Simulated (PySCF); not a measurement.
Pb(SH)(SiH3) (H4PbSSi), SMILES [SiH3][Pb][SH] (connectivity only; charge and spin as stated), neutral, multiplicity 1.

Geometry: B3LYP-D3(BJ)/def2-SVP. The def2 effective core potentials stand for the cores of Pb; spin–orbit coupling is left out. The values are those of a single conformer.

The numbers are results of B3LYP-D3(BJ)/def2-SVP run with PySCF, not measurements.

Frequencies are harmonic and unscaled.

A small imaginary wavenumber (i) marks a very flat motion, where grid noise or a shallow saddle decides the sign.

Computed vibrational spectrum:
| mode | ν (cm⁻¹) | IR (km/mol) | Raman (Å⁴/amu) | depolarisation | moving atoms (share of kinetic energy) |
|---|---|---|---|---|---|
| 1 | 14i | 0.0 | 0.5 | 0.75 | H 97 % |
| 2 | 82 | 0.8 | 4.8 | 0.73 | S 45 %, Si 33 %, H 12 %, Pb 10 % |
| 3 | 239 | 10.8 | 31.5 | 0.29 | Si 78 %, Pb 13 %, H 10 % |
| 4 | 303 | 25.8 | 21.5 | 0.29 | S 84 %, Pb 13 % |
| 5 | 305 | 0.4 | 24.0 | 0.75 | H 95 % |
| 6 | 412 | 8.1 | 8.8 | 0.64 | H 89 %, Si 10 % |
| 7 | 419 | 25.4 | 0.9 | 0.74 | H 92 % |
| 8 | 642 | 5.7 | 18.6 | 0.52 | H 95 % |
| 9 | 845 | 400.7 | 3.0 | 0.54 | H 91 %, Si 9 % |
| 10 | 942 | 34.9 | 28.9 | 0.75 | H 97 % |
| 11 | 943 | 35.0 | 32.3 | 0.75 | H 97 % |
| 12 | 2163 | 122.5 | 288.4 | 0.05 | H 98 % |
| 13 | 2174 | 123.6 | 171.0 | 0.75 | H 96 % |
| 14 | 2197 | 82.7 | 116.6 | 0.56 | H 96 % |
| 15 | 2654 | 2.2 | 196.4 | 0.33 | H 97 % |
